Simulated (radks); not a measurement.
Question: Species: the gold ion Au3+. Configuration: [Xe] 4f14 5d8. Method: Dirac Kohn-Sham, exchange-only PBE, spin-unpolarised, spherical densities, point nucleus; open shells are shared between the two j in proportion to 2j + 1; computed with a radial shooting solver on a logarithmic mesh with Libxc functionals.

Spin-orbit splittings of the eigenvalues, e(l+1/2) - e(l-1/2), with zeta = 2 splitting/(2l+1) and mean radii in bohr:

| shell | occ. | splitting (eV) | zeta (eV) | <r> j=l-1/2 | <r> j=l+1/2 |
|---|---|---|---|---|---|
| 2p | 6 | 1836 | 1224 | 0.05798 | 0.06653 |
| 3p | 6 | 405.2 | 270.1 | 0.1736 | 0.1893 |
| 3d | 10 | 87.07 | 34.83 | 0.1648 | 0.1696 |
| 4p | 6 | 97.18 | 64.79 | 0.4094 | 0.4434 |
| 4d | 10 | 18.09 | 7.238 | 0.4519 | 0.4631 |
| 4f | 14 | 3.814 | 1.090 | 0.4949 | 0.5019 |
| 5p | 6 | ? | ? | 0.9969 | 1.091 |
| 5d | 8 | 1.834 | 0.7336 | 1.418 | 1.464 |

Estimate the 5p splitting.

Answer: 16.79 eV (zeta = 11.19 eV).
